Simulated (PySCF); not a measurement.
# Stretching HgSb

Set-up: PySCF, scalar-relativistic core potentials, basis sets Hg def2-SVP with ECP60, Sb def2-SVP with ECP28. Energies in eV from Hg + Sb in their ground configurations at the same level. State: ⁴Σ⁻ (quartet), unpaired electrons σ ↑, π ↑↑.

| R (Å) | UHF | UHF-SCS-MP2 |
| --- | --- | --- |
| 3.026 | 0.4415 | 0.2750 |
| 3.166 | 0.3369 | 0.1773 |
| 3.307 | 0.2570 | 0.1092 |
| 3.413 | 0.2089 | 0.0720 |
| 3.518 | 0.1692 | 0.0439 |
| 3.623 | 0.1363 | 0.0228 |
| 3.764 | 0.1013 | 0.0032 |
| 3.940 | 0.0689 | -0.0115 |
| 4.151 | 0.0425 | -0.0198 |
| 4.433 | 0.0216 | -0.0218 |

Correlated steps freeze 4 core orbitals. Spin–orbit coupling is left out, which matters for elements this heavy, above all for dissociation energies. The state was picked by a PBE0 search and need not be the measured ground state.
